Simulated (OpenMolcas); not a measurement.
Cr2+ among 4 point charges of -1 e arranged as a tetrahedron (Td).

```
Program             : OpenMolcas
Method              : SS-CASPT2, IPEA 0.25 Eh, imaginary shift 0.1 Eh (closed shells correlated: 3s 3p)
Basis               : ANO-RCC-VDZP [5s4p2d1f]
Scalar Hamiltonian  : DKH2, point nucleus
Active space        : 4 electrons in 5 orbitals (3d)
State averaging     : 2S+1 = 5 even, 5 roots; 2S+1 = 3 even, 45 roots; 2S+1 = 1 even, 50 roots
Spin-orbit coupling : state interaction with AMFI integrals over the reference wave functions
```

All point charges move together. At R = 1.87 Å the first state of the same spin is 2240 cm-1, and at R = 2.18 Å it is 1410 cm-1.

Q: A third run gives 1670 cm-1. What distance was it run at?

A: With a power law R^-n the two known points give n = -ln(1410 / 2240) / ln(2.18 / 1.87) = 3.02. Then R = 1.87 × (2240 / 1670)^(1/3.02) = 2.061 Å. The run was at 2.06 Å, so the estimate is off by +0.001 Å.

Roots that are degenerate in the reference are averaged as groups; the widest CASPT2 spread within a group is 390 cm-1 (the 3-fold group of multiplicity 1 near 26500 cm-1 above the lowest state of its run, R = 2.06). Shifts and gaps below about the spread of the groups concerned are not significant. An orbital triplet at a regular site is open to Jahn-Teller coupling, which can distort the site and quench the lowest spin-orbit gaps and is left out. The ground term spreads over less than 5000 cm-1, several times less than with real ligands, so orbital moments are less quenched and χT lies further from the spin-only value than at real sites. Free-ion shares, where given, are those of the reference states; single-state CASPT2 does not remix them. Point charges carry no covalency, so the field is a model and not that of real ligands. No measured value stands beside these numbers.
